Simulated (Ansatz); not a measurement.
Species: YCl₂, charge 0, doublet. YCl2 (parent SMILES [Cl][Y][Cl], doublet).
B3LYP-D3(BJ)/def2-TZVP minimum from Ansatz (a quantum-chemistry and plane-wave program):
```
Y
Cl 1 2.4388
Cl 1 2.4388 2 125.83
```
Charge 0, spin multiplicity 2.

Atomisation energy term by term, kcal/mol (programs: Ansatz). Open shells are spin-unrestricted; no spin-orbit coupling. Correlated methods leave the cores frozen (noble-gas shells, and filled d and f shells in the p block). Past Kr the def2 sets carry scalar-relativistic core potentials. CBS(X,Y): correlation extrapolated as X^-3, Hartree-Fock from the larger set. A bracket is a step between two methods taken in the basis named. Where a partner has so few electrons that a lower coupled-cluster level is exact, that level stands in. The determinant of Y ([Y], doublet) is a saddle point of the SCF energy; a lower one exists, which strains HF and MP2. The spin of Cl2Y (parent SMILES [Cl][Y][Cl], doublet) was assumed, and the state is the lowest solution found for it.

```tsv
term	basis	kcal/mol
Hartree-Fock	def2-QZVPP	199.13
CCSD correlation	CBS(def2-TZVPP,def2-QZVPP)	36.52
(T)	CBS(def2-TZVPP,def2-QZVPP)	4.81
CCSDT(Q) - CCSD(T)	def2-SVP	0.04
sum: De		240.5
```
